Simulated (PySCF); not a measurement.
## `Brc1cnc2nsnc2n1`, C4HBrN4S

Geometry:
| atom | x (Å) | y (Å) | z (Å) |
| --- | --- | --- | --- |
| Br1 | 3.292 | 1.250 | 0.381 |
| C2 | 1.587 | 0.577 | -0.063 |
| C3 | 1.554 | -0.565 | -0.953 |
| N4 | 0.441 | -1.119 | -1.332 |
| C5 | -0.685 | -0.551 | -0.835 |
| N6 | -1.919 | -0.965 | -1.098 |
| S7 | -2.908 | 0.027 | -0.273 |
| N8 | -1.832 | 1.012 | 0.444 |
| C9 | -0.635 | 0.589 | 0.055 |
| N10 | 0.541 | 1.145 | 0.432 |
| H11 | 2.500 | -0.978 | -1.319 |

Computed with TDDFT CAM-B3LYP/aug-cc-pVDZ excited states, vertical, gas phase in PySCF. Geometry: PBE0-D3(BJ)/def2-SVP.

The calculation is non-relativistic, which matters for the atoms heavier than Zn.

Question: How strongly do the lowest singlets absorb one photon, and two photons of half the energy?

Answer: δ for parallel linear polarisation; σ at the peak of a Lorentzian of half width 0.1 eV, single beam; Ω is circular over linear.
| state | E (eV) | f | photon λ (nm) | δ (au) | σ (GM) | Ω | main |
| --- | --- | --- | --- | --- | --- | --- | --- |
| S1 | 3.41 | 0.001 | 728 | 0.59 | 0.00 | 1.50 | HOMO−1→LUMO 0.96 |
| S2 | 4.23 | 0.370 | 587 | 101 | 0.66 | 1.02 | HOMO→LUMO 0.94 |
| S3 | 4.55 | 0.000 | 545 | 0.71 | 0.01 | 1.50 | HOMO−4→LUMO 0.85, HOMO−3→LUMO 0.08 |
| S4 | 4.77 | 0.055 | 520 | 95 | 0.79 | 0.62 | HOMO−2→LUMO 0.94 |
| S5 | 5.05 | 0.000 | 491 | 0.49 | 0.01 | 1.50 | HOMO−3→LUMO 0.60, HOMO−6→LUMO 0.19 |
| S6 | 5.46 | 0.000 | 454 | 1.65 | 0.02 | 1.50 | HOMO−6→LUMO 0.37, HOMO−1→LUMO+2 0.28 |

Among these, the strongest one-photon state is S2, the strongest two-photon state S4, with a dipole change of 1.0 D (relaxed, norm of the difference vector).
